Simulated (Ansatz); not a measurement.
`C[SiH2][S][GaH2]` + H₂ → `C[SiH3]` + `[SH][GaH2]` at 500 K and 1 bar (hydrogenolysis of the Si–S bond).

Isolated molecules relaxed with PBE0-D4/def2-TZVP in Ansatz; ΔE leaves out vibrations. CCSD(T)/CBS is the MP2 limit (def2-TZVPP, def2-QZVPP) plus CCSD(T) − MP2 in def2-TZVPP, frozen cores. This one scheme is used for every species. For Ga outer-core shells are correlated without core-valence functions, which leaves a few kJ/mol of doubt a bond. Scalar relativity is left out up to krypton. Each species was taken in one conformer, which may not be the lowest.

```tsv
species	CCSD(T)/CBS energy (Eh)	H − E (kJ/mol)	S (J/(mol·K))
`C[SiH2][S][GaH2]`	-2653.11950	235.2	445.0
H₂	-1.17544	41.0	145.5
`C[SiH3]`	-330.73916	189.7	296.8
`[SH][GaH2]`	-2323.53734	87.2	313.7
```

H − E and S are ideal-gas, rigid-rotor, harmonic terms from PBE0-D4/def2-TZVP, for one conformer and one mirror image of each species. The MP2-based limit puts H₂ 0.8 mEh under its directly extrapolated value; such offsets cancel only in part. 1 Eh = 2625.50 kJ/mol, R = 8.31446 J/(mol·K).

**Question.** By hand: ΔE, ΔH, ΔS and ΔG.

**Answer.** ΔE = (-330.73916) + (-2323.53734) − (-2653.11950) − (-1.17544) = 0.01844 Eh = 48.4 kJ/mol. Δ(H − E) = 189.7 + 87.2 − 235.2 − 41.0 = 0.7, so ΔH = 49.1 kJ/mol. ΔS = 296.8 + 313.7 − 445.0 − 145.5 = 20.0 J/(mol·K). ΔG = 49.1 − 500 × (20.0)/1000 = 39.1 kJ/mol.

**Question.** By hand: the equilibrium constant, and the temperature at which ΔG would vanish if ΔH and ΔS stayed fixed.

**Answer.** log₁₀ K = −ΔG/(RT ln 10) = -4.1. ΔG = 0 at ΔH/ΔS = 2455 K.

ΔH outweighs TΔS. A doubt of 5 kJ/mol in ΔE shifts log₁₀ K by 0.5 here. Other conformers and mirror images would add mixing entropy, several J/(mol·K) or more a flexible species. Modes under 60 cm⁻¹, often nearly free rotors, make the harmonic entropy too high. These are equilibria of isolated gas molecules and say nothing of rates. Largest T1 diagnostic: 0.013 (customary marks: 0.02 for closed shells, 0.045 for open ones).
